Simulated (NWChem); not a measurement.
System: C5H5F; SMILES CC#CC(=C)F

Here is an NWChem input.

```
start job
memory heap 200 mb stack 900 mb global 1100 mb
geometry units angstroms noautosym nocenter noautoz
  C     -1.167537     1.930171    -0.031594
  C     -0.083898     1.151886     0.027590
  F      1.147167     1.719247     0.108589
  C     -0.056670    -0.270106     0.015696
  C      0.006883    -1.480189     0.007929
  C      0.064874    -2.936883    -0.002437
  H     -2.153804     1.488316    -0.096309
  H     -1.073712     3.009991    -0.015651
  H     -0.324579    -3.343387    -0.943873
  H     -0.526980    -3.363467     0.816623
  H      1.097118    -3.288307     0.112182
end
basis spherical
  * library 6-31g*
end
dft
  xc m06-2x
  iterations 150
end
cosmo
  dielec 20.7
end
task dft energy
```

Output (shortened):

```
             Northwest Computational Chemistry Package (NWChem) 7.3.0
             --------------------------------------------------------

                             Geometry "geometry" -> ""
                             -------------------------

 Output coordinates in angstroms (scale by  1.889725989 to convert to a.u.)

  No.       Tag          Charge          X              Y              Z
 ---- ---------------- ---------- -------------- -------------- --------------
    1 C                    6.0000    -1.16753700     1.93017100    -0.03159400
    2 C                    6.0000    -0.08389800     1.15188600     0.02759000
    3 F                    9.0000     1.14716700     1.71924700     0.10858900
    4 C                    6.0000    -0.05667000    -0.27010600     0.01569600
    5 C                    6.0000     0.00688300    -1.48018900     0.00792900
    6 C                    6.0000     0.06487400    -2.93688300    -0.00243700
    7 H                    1.0000    -2.15380400     1.48831600    -0.09630900
    8 H                    1.0000    -1.07371200     3.00999100    -0.01565100
    9 H                    1.0000    -0.32457900    -3.34338700    -0.94387300
   10 H                    1.0000    -0.52698000    -3.36346700     0.81662300
   11 H                    1.0000     1.09711800    -3.28830700     0.11218200

 Effective nuclear repulsion energy (a.u.)     193.5976023323

                                 NWChem DFT Module
                                 -----------------

 Summary of "ao basis" -> "ao basis" (spherical)
 ------------------------------------------------------------------------------
       Tag                 Description            Shells   Functions and Types
 ---------------- ------------------------------  ------  ---------------------
 C                           6-31g*                  6       14   3s2p1d
 F                           6-31g*                  6       14   3s2p1d
 H                           6-31g*                  2        2   2s

 in cosmo_initialize ...

 solvent parameters
 solvname_short: unkn
 solvname_long:  unknown
 dielec:       20.7000

          ---------------
          -cosmo- solvent
          ---------------
 Cosmo: York-Karplus, doi: 10.1021/jp992097l
 dielectric constant -eps-     =  20.70
 screen = (eps-1)/(eps    )    =   0.95169
 surface charge correction     = lagrangian

   van der Waals surface
 --------------------------

[...]

                                   COSMO solvation results
                                   -----------------------

                 gas phase energy =      -293.160119272209
                 sol phase energy =      -293.165583730150
 (electrostatic) solvation energy =         0.005464457941 (    3.43 kcal/mol)

                       DFT Final Molecular Orbital Analysis
                       ------------------------------------

 Vector   20  Occ=2.000000D+00  E=-3.826248D-01
              MO Center= -8.0D-02,  1.9D-01,  1.5D-02, r^2= 3.4D+00
   Bfn.  Coefficient  Atom+Function         Bfn.  Coefficient  Atom+Function
  ----- ------------  ---------------      ----- ------------  ---------------
    47      0.325531   4 C  pz               19      0.275336   2 C  pz
    33     -0.261581   3 F  pz               61      0.220895   5 C  pz
     5      0.205457   1 C  pz               37     -0.206114   3 F  pz
    51      0.204984   4 C  pz                9      0.148939   1 C  pz
    23      0.134159   2 C  pz               75     -0.122823   6 C  pz

 Vector   21  Occ=2.000000D+00  E=-3.379937D-01
              MO Center=  1.1D-02, -9.5D-01,  1.9D-02, r^2= 2.2D+00
   Bfn.  Coefficient  Atom+Function         Bfn.  Coefficient  Atom+Function
  ----- ------------  ---------------      ----- ------------  ---------------
    45      0.412534   4 C  px               59      0.370537   5 C  px
    49      0.252089   4 C  px               63      0.238898   5 C  px
    73     -0.141786   6 C  px               93     -0.115123  11 H  s
    94     -0.115323  11 H  s                32      0.095749   3 F  py
    77     -0.089813   6 C  px                4     -0.075412   1 C  py

 Vector   22  Occ=2.000000D+00  E=-2.934218D-01
              MO Center= -4.3D-01,  3.7D-01, -3.6D-03, r^2= 3.9D+00
   Bfn.  Coefficient  Atom+Function         Bfn.  Coefficient  Atom+Function
  ----- ------------  ---------------      ----- ------------  ---------------
     5      0.344647   1 C  pz               61     -0.304813   5 C  pz
     9      0.286312   1 C  pz               19      0.253130   2 C  pz
    47     -0.245558   4 C  pz               65     -0.217610   5 C  pz
    51     -0.158865   4 C  pz               23      0.152908   2 C  pz
    33     -0.139623   3 F  pz               37     -0.118490   3 F  pz

 Vector   23  Occ=0.000000D+00  E= 1.303519D-02
              MO Center= -4.6D-01,  5.2D-01, -4.2D-03, r^2= 4.2D+00
   Bfn.  Coefficient  Atom+Function         Bfn.  Coefficient  Atom+Function
  ----- ------------  ---------------      ----- ------------  ---------------
     9      0.503347   1 C  pz               65      0.378555   5 C  pz
    23     -0.372197   2 C  pz                5      0.349155   1 C  pz
    19     -0.329147   2 C  pz               61      0.308113   5 C  pz
    51     -0.237577   4 C  pz               90      0.192452   9 H  s
    92     -0.181069  10 H  s                47     -0.174118   4 C  pz

 Vector   24  Occ=0.000000D+00  E= 6.864025D-02
              MO Center=  2.3D-02, -6.4D-01,  2.4D-02, r^2= 3.9D+00
   Bfn.  Coefficient  Atom+Function         Bfn.  Coefficient  Atom+Function
  ----- ------------  ---------------      ----- ------------  ---------------
    63      0.517925   5 C  px               49     -0.461436   4 C  px
    94     -0.418584  11 H  s                59      0.394647   5 C  px
    88      0.343685   8 H  s                45     -0.331701   4 C  px
     6     -0.273481   1 C  s                20     -0.270788   2 C  s
    34      0.260672   3 F  s                21     -0.248230   2 C  px

[...]
```

Level: M06-2X/6-31G* (spherical d), COSMO on the gas-phase geometry. Geometry: optimised at B3LYP/6-31G* (spherical d). COSMO prints the solvation energy as gas minus solution, so a positive value is a stabilisation.
